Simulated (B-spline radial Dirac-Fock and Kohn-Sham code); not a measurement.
# X-ray form factors of calcium in several charge states

Model: relativistic Hartree-Fock (Dirac-Fock) wave functions, averaged over the configuration. Program: a radial atomic solver.

Configurations: Ca¹⁵⁺ [He] 2s2 2p1; Ca¹⁷⁺ [He] 2s1; Ca¹⁸⁺ 1s2. The first column is f₀ of Ca¹⁵⁺, the others are differences from it.

```
s (Å⁻¹)  Ca¹⁵⁺  Δ Ca¹⁷⁺  Δ Ca¹⁸⁺
      0  5.000   -2.000   -3.000
   0.05  4.993   -1.996   -2.994
    0.1  4.973   -1.983   -2.974
   0.15  4.940   -1.962   -2.943
    0.2  4.895   -1.933   -2.899
   0.25  4.837   -1.897   -2.844
    0.3  4.768   -1.853   -2.778
   0.35  4.688   -1.803   -2.702
    0.4  4.599   -1.747   -2.617
   0.45  4.502   -1.686   -2.524
    0.5  4.396   -1.620   -2.425
    0.6  4.169   -1.478   -2.209
    0.7  3.925   -1.327   -1.979
    0.8  3.673   -1.173   -1.744
    0.9  3.423   -1.021   -1.512
      1  3.179   -0.875   -1.288
    1.1  2.948   -0.738   -1.079
    1.2  2.734   -0.613   -0.888
    1.4  2.362   -0.403   -0.567
    1.6  2.069   -0.247   -0.331
```

Values without a named source are computed, but for edge energies of neutral atoms, which are taken from tables.
